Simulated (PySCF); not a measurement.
**Working out the excitation energy of F⁺**

F⁺ [He] 2s2 2p4 (3P) → F⁺ [He] 2s2 2p3 3s1 (5S). Calculation: PySCF 2.14, in aug-cc-pwCVDZ (5s4p2d, 27 functions); the non-relativistic Hamiltonian (point nucleus). Frozen: nothing. Energies in hartree (1 hartree = 27.21139 eV):

| part | F⁺ (lower) | F⁺ (upper) |
| --- | --- | --- |
| UHF | -98.801953 | -98.040138 |
| MP2 opposite-spin | -0.108780 | -0.086834 |
| MP2 same-spin | -0.032560 | -0.029600 |

Question: What does Hartree-Fock give?

Answer: (-98.040138) − (-98.801953) = 0.761815 hartree = 20.730 eV.

Question: What do MP2 and SCS-MP2 (6/5 opposite-spin, 1/3 same-spin) give?

Answer: The opposite-spin parts differ by 0.597 eV and the same-spin parts by 0.081 eV. MP2: 20.730 + (0.597) + (0.081) = 21.408 eV. SCS-MP2: 20.730 + 1.2 × (0.597) + (0.081)/3 = 21.473 eV.

Measured between the centres of the two terms (NIST): 21.862 eV, so MP2 (valence and next inner shell) is off by -0.454 eV.

A double-zeta basis recovers only part of the correlation energy.

What remains against the reference includes basis incompleteness and correlation beyond second order.
